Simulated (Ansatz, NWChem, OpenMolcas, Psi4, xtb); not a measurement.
Ligand exchange: KBr + GeH(NH2) → KNH2 + GeHBr

Species: KBr, singlet; GeH(NH2), singlet; KNH2 `[NH2][K]`, singlet; GeHBr `[GeH][Br]`, singlet. The partners trade Br for NH2: K–Br and Ge–NH2 bonds give way to K–NH2 and Ge–Br.

Shapes, held fixed at every level: PBE0-D4/def2-TZVP. Flexible molecules stand in one conformer, not always the lowest. Programs: Ansatz 0.2.0, NWChem 7.3.0, OpenMolcas 26.06, Psi4 1.11, xtb 6.7.1. A level may come from different programs for different species; with the same settings they agree closely. Electronic energies: no zero-point or thermal term.

```csv
level,kind,ΔE (kJ/mol)
GFN1-xTB,semi-empirical,+134.7
HF/STO-3G,Hartree–Fock,+315.2
HF/3-21G,Hartree–Fock,+373.5
HF/def2-SVP,Hartree–Fock,+257.6
PBE0/def2-SVP,global hybrid,+228.5
B3LYP/6-31G* (spherical functions),global hybrid,+201.3
```

B3LYP/6-31G* (spherical functions) gives ΔE = +201.3 kJ/mol; the levels span +134.7 to +373.5. GFN1-xTB strays far from the other rows. The median of the levels is +243.1. No measured value is set beside it here. Relativity is left out for Br, Ge. B3LYP/6-31G* (spherical functions) lies outside the range of all other levels here, so it shouldn't be taken on trust. Rows in sets without polarisation functions are far from converged.
